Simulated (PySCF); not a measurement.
An unknown is described by computed data only.

Elements present: C, Ge, H, N and P. Monoisotopic mass: 136.9450 u.

- UV, strongest line: among the 10 lowest singlet transitions: S2 at 6.50 eV (191 nm, f = 0.150) [TDDFT CAM-B3LYP/def2-SVPD]
- 13C NMR: chemical shifts (computed TMS as zero) by class: 165.0 (1 C) ppm [GIAO KT2/pcSseg-2]
- XPS: P2p3/2 136.3, C1s 291.8, N1s 404.4, P1s 2149.9 eV [ΔSCF SCAN, pcX-2 on the ionised atom, pcseg-1 elsewhere, spin-free X2C, 2p3/2 from a spin–orbit splitting computed afterwards within the 2p shell]
- Rotational structure: rotational constants A, B, C: 6.941, 2.068, 1.722 GHz [PBE0-D3(BJ)/def2-SVP]
- Dipole: 1.57 D [CAM-B3LYP/def2-SVPD]
- Polarisability: 80.7 au [CAM-B3LYP/def2-SVPD]
- Valence photoelectron: vertical ionisation energy: 9.18 eV [ΔSCF CAM-B3LYP/def2-SVPD]

Electronic properties: PySCF, gas phase, density fitting. Levels stand in brackets. One conformer (not necessarily the lowest) at the PBE0-D3(BJ)/def2-SVP geometry, without solvent, vibrations or thermal averaging. Relativistic effects, spin–orbit coupling among them, are left out (core-ionisation runs apart) although an element past zinc is present. Each NMR value is the plain mean over a class of atoms that symmetry, rotation or inversion makes alike.

**Question.** Which formula fits the mass and the elements?

**Answer.** CH6GeNP (calculated 136.9450). No other formula that holds each of these elements comes within 0.0003 u with a fitting electron parity and a possible valence count.

**Question.** What is the compound? Reason from the data.

**Answer.** Numbering: `[CH2:1]=[N:2][GeH2:3][PH2:4]`. The one carbon: C=N carbon [C1] (165.0 ppm). The core levels belong to: P2p3/2 136.3 eV, three-coordinate phosphorus [P4]; C1s 291.8 eV, C=N carbon [C1]; N1s 404.4 eV, C=N nitrogen [N2]; P1s 2149.9 eV, three-coordinate phosphorus [P4]. No core level of Ge was computed. The hole state at 291.8 eV has ⟨S²⟩ = 0.83 against 0.75, so that value is less sure. The first electron is taken from the HOMO, whose largest Löwdin shares are 0.49 on the C=N nitrogen, 0.15 on the C=N carbon, 0.11 on the three-coordinate phosphorus and 0.09 on the germanium bonded to N, P and 2 H. The optimised geometry has point group C1 and is an asymmetric top. Structure: `C=[N][GeH2][PH2]`. The assignments are read from this structure; whether some other isomer fits the data as well wasn't checked.

Shape of the structure used: `[CH2:1]=[N:2][GeH2:3][PH2:4]`: C1–N2–Ge3–P4 -113°, H–P4–Ge3–N2 -38°, H–P4–Ge3–N2 55°.
